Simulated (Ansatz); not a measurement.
H2MgSe (SMILES [MgH][SeH]) moved off its minimum; all values from Ansatz (a quantum-chemistry and plane-wave program), cores frozen in correlated methods.
(charge 0, multiplicity 1)
```xyz
4

Mg    -0.9001    -0.7584    -1.2532
H     -1.7002    -1.5546    -2.4420
Se     0.3437     0.4032     0.5638
H      0.6063    -0.9186     1.1732
```

```
level                largest force (eV/Å)  on atom  rms difference from CCSD(T)/def2-TZVPPD (eV/Å)  dipole (D)
-------------------  --------------------  -------  ----------------------------------------------  ----------
HF/def2-TZVPP                        1.00      Mg1                                           0.145        1.50
PBE/def2-TZVPP                       1.00      Mg1                                           0.090        1.19
r2SCAN/def2-TZVPP                    1.07      Mg1                                           0.060        1.29
B3LYP/def2-TZVPP                     0.92      Mg1                                           0.038        1.28
wB97M-V/def2-TZVPP                   0.99      Mg1                                           0.093        1.39
MP2/def2-TZVPPD                      0.93      Mg1                                           0.074        1.36
CCSD(T)/def2-TZVPPD                  0.95      Mg1                                           0.000        1.37
```

The differences count from one level among others, with limits of its own. Forces at CCSD(T)/def2-TZVPPD (eV/Å):

```tsv
atom	Fx	Fy	Fz
Mg1	0.479	0.438	0.696
H2	-0.308	-0.286	-0.451
Se3	-0.157	-0.254	-0.207
H4	-0.015	0.101	-0.038
```
